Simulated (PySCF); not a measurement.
**Ne⁺: ionisation energy**

Ne⁺ [He] 2s2 2p5 (2P) → Ne²⁺ [He] 2s2 2p4 (3P), as a difference of total energies. Calculation: PySCF 2.14, in cc-pVDZ (3s2p1d, 14 functions); no relativity, point nucleus. Correlated levels: valence: 1s2 frozen. The calculations carry no spin-orbit coupling.

```csv
method,ionisation energy (eV),error (eV)
UHF,39.416,-1.547
PBE,41.259,+0.296
B3LYP,41.417,+0.454
MP2 (valence),40.506,-0.457
SCS-MP2 (valence),40.457,-0.506
CCSD (valence),40.448,-0.515
CCSD(T) (valence),40.459,-0.504
```

Reference: 40.963 eV (measured; NIST Atomic Spectra Database, ionization energies).

Errors of the correlated levels include the incompleteness of this basis and the frozen core.
